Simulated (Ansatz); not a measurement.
`[SiH3]N[AsH2]` + `S[S][GeH3]` → `[GeH3][S]S[AsH2]` + `N[SiH3]` at 700 K and 1 bar (ligand exchange at the As–N bond).

Computed with Ansatz on PBE0-D4/def2-TZVP structures; ΔE is electronic, products minus reactants. CBS: MP2 limit from def2 TZ/QZ plus the TZ coupled-cluster correction, frozen cores. This one scheme is used for every species. For As, Ge outer-core shells are correlated without core-valence functions, which leaves a few kJ/mol of doubt a bond. Scalar relativity is left out up to krypton. Each species was taken in one conformer, which may not be the lowest.

| species | CCSD(T)/CBS energy (Eh) | H − E (kJ/mol) | S (J/(mol·K)) |
| --- | --- | --- | --- |
| `[SiH3]N[AsH2]` | -2582.40077 | 216.7 | 432.7 |
| `S[S][GeH3]` | -2874.07545 | 151.2 | 417.4 |
| `[GeH3][S]S[AsH2]` | -5109.69255 | 193.6 | 515.6 |
| `N[SiH3]` | -346.80422 | 180.7 | 336.3 |

H − E and S are ideal-gas, rigid-rotor, harmonic terms from PBE0-D4/def2-TZVP, for one conformer and one mirror image of each species. 1 Eh = 2625.50 kJ/mol, R = 8.31446 J/(mol·K).

Task: By hand: ΔE, ΔH, ΔS and ΔG.

Result: ΔE = (-5109.69255) + (-346.80422) − (-2582.40077) − (-2874.07545) = -0.02055 Eh = -54.0 kJ/mol. Δ(H − E) = 193.6 + 180.7 − 216.7 − 151.2 = 6.4, so ΔH = -47.6 kJ/mol. ΔS = 515.6 + 336.3 − 432.7 − 417.4 = 1.8 J/(mol·K). ΔG = -47.6 − 700 × (1.8)/1000 = -48.9 kJ/mol.

Task: By hand: the equilibrium constant, and the temperature at which ΔG would vanish if ΔH and ΔS stayed fixed.

Result: log₁₀ K = −ΔG/(RT ln 10) = 3.6. ΔH and −TΔS have one sign here, so there is no such temperature. One of them is within its doubt of zero, so this could turn.

The number of gas molecules stays the same, so ΔS is small and ΔH decides. A doubt of 5 kJ/mol in ΔE shifts log₁₀ K by 0.4 here. Other conformers and mirror images would add mixing entropy, several J/(mol·K) or more a flexible species. Modes under 60 cm⁻¹, often nearly free rotors, make the harmonic entropy too high. These are equilibria of isolated gas molecules and say nothing of rates. Largest T1 diagnostic: 0.013 (customary marks: 0.02 for closed shells, 0.045 for open ones).
